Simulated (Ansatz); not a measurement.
BeFH (SMILES [BeH][F]) moved off its minimum; all values from Ansatz (an electronic-structure program), cores frozen in correlated methods.
(charge 0, multiplicity 1)
```xyz
3

Be    -0.14921    -0.14348    -0.84471
H     -0.05135    -0.02905    -2.02612
F      0.29796     0.18110     0.63349
```

Task: Give the forces (eV/Å), the total energy and the dipole at CCSD(T)/aug-cc-pVTZ.

Result: 
```tsv
atom	Fx	Fy	Fz
Be1	1.595	1.122	6.507
H2	-0.177	-0.061	-2.925
F3	-1.419	-1.062	-3.582
```
Energy -115.0765 hartree, dipole 2.25 D.
